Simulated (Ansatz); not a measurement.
BrCdH$_{2}$N (`[NH2][Cd][Br]`). Total charge 0; spin multiplicity 1. Cd takes the def2 core potential. The structure was optimised at the PBE0-D4/def2-TZVP level. It is one conformer, not always the lowest.

```xyz
5

N    -1.124    0.205    0.099
Cd    0.839   -0.229    0.182
Br    3.159   -0.801    0.479
H    -1.278    1.175   -0.152
H    -1.596   -0.349   -0.608
```

Q: What is the dipole moment at PBE/def2-TZVPP? (An estimate is asked.)

A: Ansatz gave: 2.44 D, with components (-1.91, 0.78, -1.29) D in this frame, pointing from negative to positive charge.

Q: And with r2SCAN, B3LYP, ωB97M-V? (Best estimate.)

A: The calculation gave: r2SCAN 2.53 D, B3LYP 2.45 D, ωB97M-V 2.45 D.

Q: Give the Mulliken charges with PBE, B3LYP, ωB97M-V in def2-TZVPP. (An estimate is asked.)

A: The calculation gave: 
```
atom    PBE  B3LYP  ωB97M-V
  N1  -0.54  -0.56    -0.55
 Cd2   0.60   0.67     0.71
 Br3  -0.36  -0.38    -0.39
  H4   0.15   0.13     0.12
  H5   0.15   0.13     0.12
```

B3LYP here is the variant with VWN-RPA as its local correlation; programs differ in this.
